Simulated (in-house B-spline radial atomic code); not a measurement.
**RPA and G0W0 on wB97X: neutral lithium**

Configuration [He] 2s1, highest spin, mean-field start wB97X. Computed with a B-spline radial code for spherical atoms: all electrons, non-relativistic, point nucleus, each spin shell either full or empty, empty states to l = 9 with an (l + 1/2)⁻⁴ tail; G0W0 by contour deformation at full frequency.

RPA overbinds a lone outer s electron by self-correlation, and G0W0 tends to as well.

Command:
```bash
python run_gw.py task.json out
```
Settings (radii: box in bohr, nucleus in fm):
```
Z                        3
electrons                3
configuration            [He] 2s1
hamiltonian              nr
method                   wb97x
lmax                     9
spin_polarised           True
box_radius               40
intervals                46
ion_configuration        1s2
```

Cost of the run: 1.6 s on 1 thread of Arm Neoverse N1 (shared host).

Energies (hartree):

```tsv
term	value
mean-field total	-7.48234
Hartree-Fock functional on these orbitals	-7.43170
direct second order	-0.10361
second-order exchange	0.05758
SOSEX correction	0.052284
```

Problem. What is the RPA correlation energy, and what remains with SOSEX?

Solution. RPA gives -0.094473 hartree (-0.857 eV per electron); RPA + SOSEX gives -0.042189, and the second-order doubles -0.046026 hartree (no singles). SOSEX takes back 55 % of the RPA value.

Quasi-particle levels (eV):

```
level  occupied  mean field  Σx - vxc  Σc  QP weight  G0W0
2s up       yes      -5.313     -0.02   ?          ?     ?
```

G0W0 = mean field + (Σx - vxc) + Σc, with Σc (partial-wave tail included) taken at the quasi-particle energy. Levels of low weight are left out.

Problem. Where does G0W0 put 2s up?

Solution. At -5.753 eV, with Σc = -0.42 eV and a quasi-particle weight of 0.952. The tabulated removal energy is 5.392 eV (NIST, measured).

Problem. What does it cost to remove one electron (to 1s2) by differences of total energies, each species on its own start (correlation terms add to the Hartree-Fock functional)?

Solution. wB97X 5.317 eV, Hartree-Fock functional 5.331 eV, + RPA 5.681 eV, + RPA + SOSEX 5.369 eV, + second order 5.375 eV. Tabulated: 5.392 eV (NIST, measured).
